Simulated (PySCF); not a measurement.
This PySCF input asks for the NMR shieldings of `C#CB[C@@H](CC#CC)SC`, C₈H₁₁BS; the geometry comes from GFN2-xTB.

```python
import basis_set_exchange as bse
import numpy as np
from pyscf import gto, dft
from pyscf.prop import nmr

atoms = """
C    -4.187449    0.629944    0.276452
C    -3.175410    0.153435    0.720131
B    -1.880158   -0.442184    1.254825
C    -0.508917    0.171990    0.793447
C     0.760086    0.096721    1.620700
C     1.944774    0.184387    0.785970
C     2.871490    0.259424    0.029942
C     4.016848    0.350630   -0.850585
S    -0.795238   -1.357301   -0.213473
C    -1.424248   -0.635829   -1.759039
H    -5.082209    1.045246   -0.089136
H    -1.907551   -1.142892    2.198562
H    -0.487565    1.020652    0.112712
H     0.782302   -0.835108    2.192699
H     0.753803    0.931492    2.330196
H     3.790529   -0.119034   -1.807970
H     4.275510    1.395647   -1.022116
H     4.872493   -0.155987   -0.404486
H    -0.639882   -0.035535   -2.210964
H    -2.305508   -0.036537   -1.544652
H    -1.682620   -1.462218   -2.413686
"""
names = dict.fromkeys(["C", "B", "S", "H"], "pcSseg-1")
basis = {el: gto.basis.parse(bse.get_basis(n, elements=[el], fmt="nwchem")) for el, n in names.items()}
mol = gto.M(atom=atoms, basis=basis, charge=0, verbose=0)
mf = dft.RKS(mol, xc="PBE0")
mf.grids.level = 2
mf.grids.alignment = dft.numint.BLKSIZE   # the property module wants whole blocks of grid points
mf.conv_tol = 1e-9
mf.kernel()

calc = nmr.RKS(mf)   # GIAO
C = mf.mo_coeff
Co = C[:, mf.mo_occ > 0]
resp = mf.gen_response(singlet=True, hermi=2)
def vind(x):   # induced exchange potential for any number of trial vectors
    d = np.einsum("pi,xij,qj->xpq", C, 2 * x.reshape(-1, C.shape[1], Co.shape[1]), Co, optimize=True)
    return np.einsum("xpq,pi,qj->xij", resp(d - d.transpose(0, 2, 1)), C, Co, optimize=True).ravel()
mo1, _ = nmr.rhf.solve_mo1(calc, with_cphf=vind)
sigma = calc.kernel(mo1)
for i, s in enumerate(sigma):   # ppm
    w = np.linalg.eigvalsh((s + s.T) / 2)
    print("%2d %-2s iso %8.1f  s11 %8.1f  s22 %8.1f  s33 %8.1f" % (i, mol.atom_pure_symbol(i), w.mean(), *w))
```

**Question.** Give the expected output.

**Answer.** 
```
 0 C  iso     90.6  s11      9.1  s22     24.3  s33    238.4
 1 C  iso     88.8  s11    -16.6  s22     -7.6  s33    290.7
 2 B  iso    114.2  s11     93.6  s22    115.7  s33    133.2
 3 C  iso    125.3  s11     96.4  s22    129.1  s33    150.4
 4 C  iso    161.1  s11    147.8  s22    160.3  s33    175.0
 5 C  iso    100.6  s11      7.4  s22     19.2  s33    275.3
 6 C  iso    103.6  s11     20.2  s22     23.4  s33    267.3
 7 C  iso    182.2  s11    174.7  s22    175.0  s33    196.8
 8 S  iso    700.7  s11    443.8  s22    615.4  s33   1043.1
 9 C  iso    164.2  s11    143.0  s22    155.7  s33    193.9
10 H  iso     29.8  s11     24.5  s22     25.0  s33     39.9
11 H  iso     29.1  s11     25.2  s22     28.3  s33     33.9
12 H  iso     29.6  s11     24.6  s22     30.4  s33     33.8
13 H  iso     29.9  s11     24.3  s22     29.8  s33     35.5
14 H  iso     28.8  s11     22.3  s22     28.3  s33     35.8
15 H  iso     29.7  s11     24.1  s22     28.9  s33     36.1
16 H  iso     29.7  s11     24.5  s22     27.9  s33     36.8
17 H  iso     29.7  s11     24.4  s22     27.6  s33     37.1
18 H  iso     29.8  s11     23.6  s22     28.3  s33     37.4
19 H  iso     28.8  s11     21.9  s22     29.1  s33     35.3
20 H  iso     30.0  s11     24.6  s22     25.9  s33     39.4
```

These numbers come from an equivalent density-fitted implementation of the same equations, which agrees with the script to about 0.01 ppm for H and up to a few tenths of a ppm for heavy atoms, so last digits may differ.

Size and cost of the density-fitted run: 232 basis functions, 75 s wall time on 1 thread of an Intel Xeon, shared host; peak memory 1.1 GiB.
